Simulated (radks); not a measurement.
Results of a calculation; reference values are marked as such.
Isoelectronic series with 16 electrons, all held in the configuration [Ne] 3s2 3p4, which need not be the ground one along the series. Level of theory: scalar-relativistic Kohn-Sham, PBE, spin-polarised, spherical densities, point nucleus; open shells are filled with parallel spins first (a radial shooting solver on a logarithmic mesh with Libxc functionals). Total energies (hartree) and mean radii <r> (bohr):

ion    E (hartree)  3p down   3p up  3s down
S       -399.07715    2.119   2.043    1.702
Ar2+    -527.63187    1.479   1.458    1.334
Ca4+    -675.31841    1.166   1.156    1.099
Ti6+    -842.16683   0.9695  0.9633   0.9371
Cr8+   -1028.25056   0.8322  0.8280   0.8175
Fe10+  -1233.66698   0.7300  0.7270   0.7254
Ni12+  -1458.53124   0.6507  0.6484   0.6520
Zn14+  -1702.97396   0.5872  0.5853   0.5921
Ge16+  -1967.14023   0.5351  0.5336   0.5423
